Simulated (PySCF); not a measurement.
HgCl₂, SMILES [Cl][Hg][Cl]. Geometry: B3LYP-D3(BJ)/def2-TZVP. The isomer is the one that the SMILES or the coordinates give; other isomers of the formula were not compared. The def2 effective core potentials stand for the cores of Hg; spin–orbit coupling is left out.

Computed equilibrium geometry at B3LYP-D3(BJ)/def2-TZVP (PySCF confirms it by a frequency run) as Cartesian coordinates in Å, and its point group:
point group D∞h.
```xyz
3

Hg     0.0000     0.0000     0.0000
Cl     0.0000     0.0000    -2.2848
Cl     0.0000     0.0000     2.2848
```
Charge 0, spin multiplicity 1.
